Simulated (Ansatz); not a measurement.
Consider the redistribution: `[CH3][InH][CH2]F` + `N[SiH](F)S` → `F[CH2][InH][F]` + `C[SiH](N)S`.

Isolated molecules relaxed with PBE0-D4/def2-TZVP in Ansatz; ΔE leaves out vibrations. CBS: MP2 limit from def2 TZ/QZ plus the TZ coupled-cluster correction, frozen cores. DFT in def2-TZVPP. def2 core potentials past Kr. For In outer-core shells are correlated without core-valence functions, which leaves a few kJ/mol of doubt a bond. Each species was taken in one conformer, which may not be the lowest.

```tsv
species	ωB97X-V energy (Eh)
`[CH3][InH][CH2]F`	-369.75628
`N[SiH](F)S`	-844.75915
`F[CH2][InH][F]`	-429.73669
`C[SiH](N)S`	-784.76009
```

Question: Work out ΔE.

Answer: ΔE = (-429.73669) + (-784.76009) − (-369.75628) − (-844.75915) = 0.01865 Eh = +0.51 eV. CCSD(T)/CBS gives +0.55 eV.

Largest T1 diagnostic among the species: 0.015.

From PBE to PBE0 (25 % exact exchange), in def2-TZVPP and without D4, ΔE moves by +0.07 eV.
